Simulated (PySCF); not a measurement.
C₂H₈AlNO. Atoms are numbered in the order given.

```xyz
13

Al     0.1428     0.2002     0.4248
C      1.3543    -0.2620     1.8848
H      1.0603    -1.2261     2.3498
H      1.3756     0.5070     2.6835
H      2.3911    -0.3909     1.5100
O      0.0030    -0.9060    -0.8852
C     -0.6973    -0.9936    -2.0891
H     -1.3283    -0.0973    -2.3094
H      0.0012    -1.1173    -2.9498
H     -1.3771    -1.8780    -2.0955
N     -0.8135     1.7090     0.3997
H     -0.7876     2.4204     1.1332
H     -1.4626     1.9985    -0.3348
```

The structure is a stationary point at PBE-D3(BJ)/def2-SVP. One conformer was computed; it need not be the lowest.

Calculation: PBE/pcSseg-1 (PySCF).

GIAO shieldings, no solvent; atoms listed in one row are averaged. δ = σ(ref) − σ: ¹³C against TMS (σ = 182.0 ppm); ¹H against TMS (σ = 31.49 ppm); ¹⁷O against H2O (σ = 334.3 ppm); ¹⁵N against NH3 (σ = 267.0 ppm), references at their B3LYP-D3(BJ)/def2-TZVP geometries, non-relativistic.

Computed chemical shifts:
```tsv
nucleus	atoms	count	δ (ppm)
¹³C	C7	1	60.4
¹³C	C2	1	-16.1
¹H	H8, H9, H10	3	4.54
¹H	H13	1	1.18
¹H	H12	1	1.04
¹H	H3, H4, H5	3	-0.04
¹⁷O	O6	1	38.8
¹⁵N	N11	1	29.9
```
